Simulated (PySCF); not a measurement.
Compound: C₇H₁₀NS (charge +1).
Numbering: `[CH3:1][S:2][c:3]1[cH:4][nH+:5][cH:6][c:7]([CH3:8])[cH:9]1`

NICS = −σ at a ghost point: NICS(0) at the centroid of the ring atoms, NICS(1) 1 Å to either side along the normal of their mean plane, zz for the tensor component along that normal. Level: GIAO PBE0/pcSseg-1 (PySCF, non-relativistic, gas phase) on the GFN2-xTB geometry, one conformer.

Ring bond lengths (Å), with Mayer bond orders in brackets: C3–C4 1.400 (1.34), C4–N5 1.329 (1.27), N5–C6 1.336 (1.22), C6–C7 1.394 (1.38), C7–C9 1.390 (1.37), C9–C3 1.403 (1.24).

Question: What do the NICS probes read (ppm)?

Answer: 
```tsv
ring	type	NICS(0)	NICS(1), two faces	NICS(1)zz, two faces	rms pucker (Å)	centre to ring atoms, mean (Å)
C3–C4–N5–C6–C7–C9	6-membered ring with N; formal bonds all aromatic	-6.4	-9.2 / -9.1	-21.6 / -21.4	0.00	1.37
```

Question: What do they say, and how far can they be read as aromaticity?

Answer: 
- C3–C4–N5–C6–C7–C9: mean NICS(1)zz -21.5 ppm, shielded, aromatic by this magnetic criterion (flat ring, no four-coordinate atom).

Question: How equal are the bonds by HOMA? HOMA = 1 − mean of α(R − Ropt)² over the ring bonds, with Krygowski's 1993 parameters (CC: Ropt 1.388 Å, α 257.7 Å⁻²; CN: Ropt 1.334 Å, α 93.52 Å⁻²).

Answer: 
- C3–C4–N5–C6–C7–C9: HOMA 0.98; the largest term is that of C9–C3, α(R − Ropt)² = 0.06. The geometric and the magnetic index point the same way.

Question: At the second NICS(1) probe listed for ring C3–C4–N5–C6–C7–C9, 1 Å off the ring, how large is the induced field along the normal in 14.1 T applied along it?

Answer: NICSzz × B0 = -21.4 ppm × 14.1 T = -302 μT, against the applied field.

Question: List the ring angles and the Hirshfeld charges of the ring atoms.

Answer: 
- C3–C4–N5–C6–C7–C9: C3 117.4° (+0.006 e), C4 120.3° (+0.060 e), N5 123.3° (+0.027 e), C6 120.0° (+0.058 e), C7 118.1° (+0.045 e), C9 120.9° (-0.006 e); sum 720.0° against 720° for a flat convex ring.

Conformer computed: `[CH3:1][S:2][c:3]1[cH:4][nH+:5][cH:6][c:7]([CH3:8])[cH:9]1`: C1–S2–C3–C4 -179°.
